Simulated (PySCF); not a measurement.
1-fluoro-1-methylcyclopropane (C₄H₇F), SMILES C1(CC1)(C)F. Coordinates come from a PBE-D3(BJ)/def2-SVP optimisation.

Computed equilibrium geometry at PBE-D3(BJ)/def2-SVP (PySCF confirms it by a frequency run) as Cartesian coordinates in Å, and its point group:
point group Cs.
```xyz
12

C      0.8048     1.3824     0.0000
C     -0.0591     0.1501     0.0000
F     -1.4047     0.4765     0.0000
C      0.3015    -1.0927    -0.7624
C      0.3015    -1.0927     0.7624
H      0.6013     1.9991    -0.8990
H      1.8778     1.1103     0.0000
H      0.6013     1.9991     0.8990
H     -0.5280    -1.6153    -1.2628
H      1.2629    -1.1247    -1.2991
H     -0.5280    -1.6153     1.2628
H      1.2629    -1.1247     1.2991
```
Charge 0, spin multiplicity 1.
